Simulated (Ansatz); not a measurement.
`[PH2][GeH2][SH]` + H₂S → `PS` + `[SH][GeH3]`  (cleavage of the P–Ge bond)

Gas-phase electronic energies from Ansatz, PBE0-D4/def2-TZVP geometries. CBS: MP2 limit from def2 TZ/QZ plus the TZ coupled-cluster correction, frozen cores. This one scheme is used for every species. DFT in def2-TZVPP. For Ge outer-core shells are correlated without core-valence functions, which leaves a few kJ/mol of doubt a bond. Scalar relativity is left out up to krypton. One conformer a species, not always the lowest.

```csv
level,ΔE (kJ/mol)
r2SCAN-D4,25.8
r2SCAN0,24.5
```

Q: What does CCSD(T)/CBS give? (Best estimate.)

A: Computed: +26.6 kJ/mol. The listed levels differ from it by -0.8, -2.1 kJ/mol.

Largest T1 diagnostic among the species: 0.012.

The D4 term adds +4.2 kJ/mol with B3LYP and +2.7 kJ/mol with PBE0; it sums over pairs of atoms, weighted by their polarisabilities, and B3LYP, whose exchange is more repulsive, gets the larger term. In def2-TZVPP, CCSD(T) changes the Hartree–Fock value by +13.5 kJ/mol (the triples alone add +1.3 kJ/mol) and MP2 by +13.3 kJ/mol.

B3LYP here is the variant with VWN-RPA as its local correlation; programs differ in this.
